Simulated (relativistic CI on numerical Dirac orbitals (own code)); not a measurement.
**Line list: Electric-dipole lines, Mn19+**

These numbers are calculated, not measured: Dirac-Coulomb-Breit CI, separate exchange-only KLI orbitals for each configuration, model QED (radiative potential, 1s self-energy scaled to tabulated hydrogen-like ionisation energies), unscaled Slater integrals (own radial code, finite nucleus).

Configurations in the expansion (outside the closed core 1s2): 2s2.2p2, 2s.2p3, 2p4, 2p3.3s, 2p3.3p, 2p3.3d, 2s2.2p.3s, 2s2.2p.3p, 2s2.2p.3d, 2s.2p2.3s, 2s.2p2.3p, 2s.2p2.3d, 2s2.2p.4s, 2s2.2p.4p, 2s2.2p.4d, 2s2.2p.4f. Levels of other configurations are missing.

```
λ vac (Å)              Lower                 Upper   A (s⁻¹)  log gf  S velocity/length
   13.424   2s.2p3 5S°_2 [6]   2s.2p2.3d 5P_1 [91]  2.26e+13    0.26               0.97
   13.434   2s.2p3 5S°_2 [6]   2s.2p2.3d 5P_2 [89]  1.95e+13    0.42               0.97
   13.449   2s2.2p2 3P_0 [1]  2s2.2p.3d 3D°_1 [40]  1.59e+13    0.11               0.98
   13.456   2s.2p3 5S°_2 [6]   2s.2p2.3d 5P_3 [86]  1.45e+13    0.44               0.97
   13.460   2s2.2p2 3P_1 [2]  2s2.2p.3d 1D°_2 [44]  7.33e+12    0.00               0.98
   13.470   2s2.2p2 3P_2 [3]  2s2.2p.3d 3P°_2 [47]  9.36e+12    0.11               0.98
   13.493   2s2.2p2 3P_2 [3]  2s2.2p.3d 3D°_3 [46]  1.67e+13    0.50               0.99
   13.520   2s.2p3 3D°_2 [7]  2s.2p2.3d 3D_2 [125]  9.20e+12    0.10               0.97
   13.532   2s.2p3 3D°_2 [7]  2s.2p2.3d 3F_3 [122]  1.17e+13    0.35               1.00
   13.543   2s.2p3 3D°_1 [8]  2s.2p2.3d 3F_2 [121]  1.25e+13    0.24               1.01
   13.547   2s.2p3 3D°_3 [9]  2s.2p2.3d 3D_3 [127]  1.15e+13    0.35               0.97
   13.550   2s.2p3 5S°_2 [6]   2s.2p2.3d 5D_3 [80]  7.54e+12    0.16               0.97
   13.558   2s.2p3 3D°_3 [9]  2s.2p2.3d 3F_4 [124]  1.79e+13    0.65               1.00
   13.576   2s2.2p2 1D_2 [4]  2s2.2p.3d 1F°_3 [55]  2.53e+13    0.69               1.00
   13.591   2s2.2p2 3P_1 [2]  2s2.2p.3d 3P°_2 [39]  9.13e+12    0.10               0.98
   13.624  2s.2p3 1D°_2 [14]  2s.2p2.3d 1F_3 [167]  2.96e+13    0.76               1.00
   13.677   2s2.2p2 3P_2 [3]  2s2.2p.3d 3F°_3 [37]  4.48e+12   -0.06               0.99
   13.750  2s.2p3 1P°_1 [15]  2s.2p2.3d 1D_2 [172]  1.90e+13    0.43               0.98
   13.903   2s.2p3 3D°_3 [9]  2s.2p2.3d 3F_4 [101]  8.08e+12    0.32               1.02
   13.943   2s.2p3 3D°_2 [7]   2s.2p2.3d 3F_3 [92]  7.09e+12    0.16               1.02
```

Terms are leading LS components. Brackets give the number of a level in order of energy, since labels repeat. The list gives strong lines, with weight on those to low levels, among the lowest 200 of 274 levels, so that lines to higher ones, which can be the strongest, are missing. Levels whose partners in the same complex of configurations lie outside the list can be far off, and so can their lines. Rates are taken at the computed energies, electric ones in the length gauge. A velocity-to-length ratio far from 1 marks an uncertain rate.

At this charge energies of transitions that change n are usually good to better than 1 %, and those within a shell (Δn = 0) to a few per cent.

Task: From the table, what is the radiative lifetime of 2s.2p2.3d 5P_1?

Result: The listed rates from this level add up to about 2.26e+13 s⁻¹, 99 % of its decay; with all channels τ = 4.40e-14 s.

LS names give the leading component of a level, which can be under half, so a name can repeat, a term be missing and a line seem to break the LS rules.
